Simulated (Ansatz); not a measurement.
Ansatz results at the PBE0-D4/def2-TZVP geometry: LUMO energy (PBE0/def2-TZVPP) -2.09 eV; HOMO energy (PBE/def2-TZVPP) -6.63 eV; HOMO–LUMO gap (ωB97M-V/def2-TZVPP) 9.83 eV.

Each molecule was computed in one conformer, which needn't be the lowest.

**Question.** Which molecule gave them?
A. `C[O][In]([F])[F]`
B. `[OH][In]([F])[CH2]F`
C. `O[CH2][In]([F])[F]`
D. `OC1=NCC1`

**Answer.** C. The others give `[OH][In]([F])[CH2]F`: -1.61, -6.95, 10.78; `C[O][In]([F])[F]`: -2.78, -6.95, 10.11; `OC1=NCC1`: 0.76, -6.14, 12.43.
